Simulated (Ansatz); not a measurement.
Gas-phase electronic energies from Ansatz, PBE0-D4/def2-TZVP geometries. CCSD(T)/CBS is the MP2 limit (def2-TZVPP, def2-QZVPP) plus CCSD(T) − MP2 in def2-TZVPP, frozen cores. DFT in def2-TZVPP. B3LYP here is the variant with VWN-RPA as its local correlation; programs differ in this. One conformer a species, not always the lowest.

Consider the redistribution: `C[SiH2][SiH](N)O` + `N[SiH2]C(O)F` → `C[SiH2]C(O)F` + `N[SiH2][SiH](N)O`.

```
             level  ΔE (kJ/mol)  difference from CCSD(T)/CBS
           PBE0-D4         16.8                          2.0
          B3LYP-D4         15.4                          0.6
           ωB97X-V         15.2                          0.4
               PBE         18.6                          3.8
              PBE0         17.0                          2.2
     HF/def2-TZVPP         10.0                         -4.8
    MP2/def2-TZVPP         15.8                          1.0
SCS-MP2/def2-TZVPP         14.2                         -0.6
     HF/def2-QZVPP          9.7                         -5.1
      HF/CBS(def2)          9.7                         -5.1
       CCSD(T)/CBS         14.8                            0
```

Largest T1 diagnostic among the species: 0.012.

In def2-TZVPP, CCSD(T) changes the Hartree–Fock value by +5.3 kJ/mol (the triples alone add +1.2 kJ/mol) and MP2 by +5.8 kJ/mol.
